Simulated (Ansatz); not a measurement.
Geometry optimisation, RKS B3LYP/def2-SVP in Ansatz.

Input:

```yaml
crystal:
  periodic: [false, false, false]
  atoms:
    - { symbol: C, position_ang: [-1.7816, -0.1251, -0.7898] }
    - { symbol: Si, position_ang: [-0.5628, -1.3317, -0.3197] }
    - { symbol: Si, position_ang: [0.8148, -0.4211, 1.3045] }
    - { symbol: C, position_ang: [1.6257, 1.4886, 0.2061] }
    - { symbol: "N", position_ang: [2.18, 0.3698, 0.8194] }
    - { symbol: H, position_ang: [-2.5167, -0.4761, -1.5494] }
    - { symbol: H, position_ang: [-2.4028, 0.236, 0.0625] }
    - { symbol: H, position_ang: [-1.3352, 0.8321, -1.2415] }
    - { symbol: H, position_ang: [0.2554, -1.717, -1.458] }
    - { symbol: H, position_ang: [-1.2194, -2.5444, 0.2482] }
    - { symbol: H, position_ang: [0.0909, 0.2425, 2.4342] }
    - { symbol: H, position_ang: [1.0906, 1.3221, -0.732] }
    - { symbol: H, position_ang: [0.995, 2.2253, 0.8289] }
    - { symbol: H, position_ang: [2.753, -0.1302, 0.2152] }
basis:
  gaussian: { orbitals: def2-SVP }
hamiltonian:
  xc: b3lyp
relax:
  f_tol: 0.015
  max_steps: 40
output:
  orbitals: {}
```

Launched with:

```bash
$ ansatz run input.yaml --threads 2 --pin off --max-ram 3072MiB --backend cpu --events-out ev --progress --plain --runs-dir out
```

Question: Where does it end, and by what steps?

Answer: It converged. After 19 steps the energy has fallen by 2.202 eV; H13 moved furthest, 1.10 Å. Joined: Si3–C4.

```csv
step,energy less start (eV),largest force component (eV/Å),accepted
0,0.0000,3.551,yes
1,-0.9527,2.064,yes
2,-1.5309,1.448,yes
3,-1.9019,0.997,yes
4,-1.9974,1.662,yes
5,-2.1061,0.655,yes
6,-2.1641,0.287,yes
7,-2.1793,0.158,yes
8,-2.1853,0.097,yes
9,-2.1886,0.053,yes
10,-2.1924,0.061,yes
11,-2.1945,0.124,yes
12,-2.1974,0.072,yes
13,-2.1998,0.048,yes
14,-2.2012,0.022,yes
15,-2.2015,0.042,yes
16,-2.2017,0.029,yes
17,-2.2019,0.026,yes
18,-2.2018,0.016,no
19,-2.2019,0.007,yes
```

```xyz
14
Properties=species:S:1:pos:R:3
C -2.333 -0.354 -0.865
Si -0.629 -1.071 -0.452
Si 0.561 0.221 1.098
C 1.834 1.406 0.414
N 2.326 0.191 1.102
H -2.847 -0.986 -1.607
H -2.968 -0.302 0.034
H -2.244 0.662 -1.281
H 0.223 -1.135 -1.680
H -0.785 -2.468 0.062
H -0.052 0.443 2.436
H 1.950 1.466 -0.679
H 2.081 2.352 0.916
H 2.869 -0.454 0.531
```

Run time: 75 s on 2 threads of Arm Neoverse V1 (shared host), peak memory 0.29 GiB.
